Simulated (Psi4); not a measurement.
methanethiol (CH$_{4}$S), singlet, geometry from GFN2-xTB; PBE/cc-pVDZ in Psi4.

The Psi4 input:
```
memory 2 GB

molecule {
0 1
  C    -0.05927499    1.15601846    0.01107955
  S    -0.04290118   -0.66526221   -0.00699584
  H     1.28189339   -0.79710439    0.00234827
  H    -1.10311348    1.45230554    0.00564055
  H     0.42444570    1.51749985    0.91319673
  H     0.43884321    1.53538357   -0.87572948
}

set basis cc-pvdz

energy('pbe')
print_variables()
```

Task: Write the output that Psi4 gives for this input, abridged.

Result: 
```
   => Loading Basis Set <=

    Name: CC-PVDZ
    Role: ORBITAL
    Keyword: BASIS

         ---------------------------------------------------------
                                   SCF
               by Justin Turney, Rob Parrish, Andy Simmonett
                          and Daniel G. A. Smith
                              RKS Reference
         ---------------------------------------------------------

  ==> Geometry <==

    Molecular point group: c1
    Full point group: C1

    Geometry (in Angstrom), charge = 0, multiplicity = 1:

       Center              X                  Y                   Z               Mass
    ------------   -----------------  -----------------  -----------------  -----------------
         C           -0.037761575623     1.232273286632     0.012015007822    12.000000000000
         S           -0.021387765623    -0.589007383368    -0.006060382178    31.972071174400
         H            1.303406804377    -0.720849563368     0.003283727822     1.007825032230
         H           -1.081600065623     1.528560366632     0.006576007822     1.007825032230
         H            0.445959114377     1.593754676632     0.914132187822     1.007825032230
         H            0.460356624377     1.611638396632    -0.874794022178     1.007825032230

  Running in c1 symmetry.

  Rotational constants: A =      3.44032  B =      0.43184  C =      0.41409 [cm^-1]
  Rotational constants: A = 103138.07723  B =  12946.36942  C =  12413.95884 [MHz]
  Nuclear repulsion =   56.409124242106493

  Charge       = 0
  Multiplicity = 1
  Electrons    = 26
  Nalpha       = 13
  Nbeta        = 13

  ==> Algorithm <==

  SCF Algorithm Type is DF.
  DIIS enabled.
  MOM disabled.
  Fractional occupation disabled.
  Guess Type is SAD.
  Energy threshold   = 1.00e-06
  Density threshold  = 1.00e-06
  Integral threshold = 1.00e-12

  ==> Primary Basis <==

  Basis Set: CC-PVDZ
    Blend: CC-PVDZ
    Number of shells: 26
    Number of basis functions: 52
    Number of Cartesian functions: 54
    Spherical Harmonics?: true
    Max angular momentum: 2

  ==> DFT Potential <==

   => LibXC <=

    Version 7.1.2
    S. Lehtola, C. Steigemann, M. J. T. Oliveira, and M. A. L. Marques,  SoftwareX 7, 1–5 (2018) (10.1016/j.softx.2017.11.002)

   => Composite Functional: PBE <=

    PBE GGA Exchange-Correlation Functional

    J.P. Perdew et. al., Phys. Rev. Lett., 77(18), 3865-3868, 1996

    Deriv               =              1
[...]
   @DF-RKS iter   4:  -438.46122867897355   -5.01381e-03   6.57736e-04 DIIS/ADIIS
   @DF-RKS iter   5:  -438.46202629334346   -7.97614e-04   1.30761e-04 DIIS/ADIIS
   @DF-RKS iter   6:  -438.46205308855286   -2.67952e-05   2.77232e-05 DIIS
   @DF-RKS iter   7:  -438.46205437975510   -1.29120e-06   8.71246e-06 DIIS
   @DF-RKS iter   8:  -438.46205451822408   -1.38469e-07   1.33116e-06 DIIS
   @DF-RKS iter   9:  -438.46205452180601   -3.58193e-09   1.27548e-07 DIIS
  Energy and wave function converged.

  ==> Post-Iterations <==

   Electrons on quadrature grid:
      Ntotal   =   26.0000214118 ; deviation = 2.141e-05

    Orbital Energies [Eh]
    ---------------------

    Doubly Occupied:

[...]
      13A     -0.194812

    Virtual:

[...]
    Final Occupation by Irrep:
              A
    DOCC [    13 ]
    NA   [    13 ]
    NB   [    13 ]

  @DF-RKS Final Energy:  -438.46205452180601

   => Energetics <=

    Nuclear Repulsion Energy =             56.4091242421064933
    One-Electron Energy =                -715.5975798763688545
    Two-Electron Energy =                 253.0902920506034093
    DFT Exchange-Correlation Energy =     -32.3638909381470299
    Empirical Dispersion Energy =           0.0000000000000000
    VV10 Nonlocal Energy =                  0.0000000000000000
    Total Energy =                       -438.4620545218060101

Computation Completed

Properties will be evaluated at   0.000000,   0.000000,   0.000000 [a0]

Properties computed using the SCF density matrix

 Multipole Moments:

 ------------------------------------------------------------------------------------
     Multipole            Electronic (a.u.)      Nuclear  (a.u.)        Total (a.u.)
 ------------------------------------------------------------------------------------

 L = 1.  Multiply by 2.5417464519 to convert [e a0] to [Debye]
 Dipole X            :         -0.7399843            1.0570160            0.3170317
 Dipole Y            :         -3.2244915            3.7466191            0.5221276
 Dipole Z            :         -0.0381904            0.0459616            0.0077712
 Magnitude           :                                                    0.6108901

 ------------------------------------------------------------------------------------

  Variable Map:
  ----------------------------------------------------------------------------
[...]
  Array Variable Map:
  ----------------------------------------------------------------------------
[...]
[...]
```
